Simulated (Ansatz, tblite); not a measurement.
Removing and adding an electron: PPPAs tetrahedron (AsP₃). The state is a singlet with charge 0. Geometry: r2SCAN-D4/def2-SVP. Ansatz, gas phase; energy differences of separate SCF runs; the oxidised species was run as a doublet alone; the reduced species was run as a doublet alone.

```xyz
4

P    -0.942    0.363   -0.924
P    -0.278    0.651    1.171
P     1.221    0.427   -0.446
As   -0.001   -1.441    0.199
```

The xTB rows come from tblite. Correlated methods freeze 24 core orbitals; core or outer-core shells of As are correlated, in sets that lack core-valence functions. In CCSD on the charge 1 doublet the largest single amplitude is 0.16, so its Hartree–Fock determinant may place the open shell otherwise than the density functionals do. HOMO above LUMO, or a gap near zero within one spin, warns that the state may not be the lowest or that an electron is smeared out.

```tsv
level	−HOMO (eV)	vertical IE (eV)	−LUMO (eV)	vertical EA (eV)	HOMO–LUMO gap (eV)	IE − EA (eV)	remarks
GFN2-xTB	10.69	13.27	7.43	5.10	3.25	8.18	–
PBE-D4/def2-TZVP	6.41	9.25	1.75	–	4.66	–	gap within one spin near zero (+1 doublet)
PBE-D4/def2-TZVPD	6.44	–	1.82	-0.37	4.63	–	HOMO above zero (-1 doublet)
r2SCAN-D4/def2-TZVPD	6.69	–	1.68	-0.45	5.01	–	HOMO above zero (-1 doublet)
PBE0-D4/def2-TZVP	7.39	9.35	0.98	–	6.40	–	–
CCSD(T)/def2-TZVPP	–	9.36	–	–	–	–	–
```

Question: Estimate the rows for GFN1-xTB, HF/def2-TZVPP, r2SCAN-D4/def2-TZVP, PBE0-D4/def2-TZVPD, MP2/def2-TZVPP, CCSD/def2-TZVPP.

Answer: 
```json
{"level": "GFN1-xTB", "−HOMO (eV)": "10.22", "vertical IE (eV)": "14.61", "−LUMO (eV)": "6.83", "vertical EA (eV)": "2.49", "HOMO–LUMO gap (eV)": "3.39", "IE − EA (eV)": "12.12", "remarks": "–"}
{"level": "HF/def2-TZVPP", "−HOMO (eV)": "–", "vertical IE (eV)": "8.50", "−LUMO (eV)": "–", "vertical EA (eV)": "–", "HOMO–LUMO gap (eV)": "–", "IE − EA (eV)": "–", "remarks": "–"}
{"level": "r2SCAN-D4/def2-TZVP", "−HOMO (eV)": "6.68", "vertical IE (eV)": "9.37", "−LUMO (eV)": "1.65", "vertical EA (eV)": "–", "HOMO–LUMO gap (eV)": "5.03", "IE − EA (eV)": "–", "remarks": "–"}
{"level": "PBE0-D4/def2-TZVPD", "−HOMO (eV)": "7.40", "vertical IE (eV)": "–", "−LUMO (eV)": "1.05", "vertical EA (eV)": "-0.48", "HOMO–LUMO gap (eV)": "6.35", "IE − EA (eV)": "–", "remarks": "HOMO above zero (-1 doublet)"}
{"level": "MP2/def2-TZVPP", "−HOMO (eV)": "–", "vertical IE (eV)": "9.56", "−LUMO (eV)": "–", "vertical EA (eV)": "–", "HOMO–LUMO gap (eV)": "–", "IE − EA (eV)": "–", "remarks": "–"}
{"level": "CCSD/def2-TZVPP", "−HOMO (eV)": "–", "vertical IE (eV)": "9.31", "−LUMO (eV)": "–", "vertical EA (eV)": "–", "HOMO–LUMO gap (eV)": "–", "IE − EA (eV)": "–", "remarks": "–"}
```

   A HOMO above zero means that the electron is unbound at that level or that self-interaction error raises the level; the energy of removing that electron tells which. Raw xTB energy differences between charge states are shifted by several eV; the methods need an empirical correction for them. A negative affinity means that the extra electron isn't bound; its size then hangs on the basis.
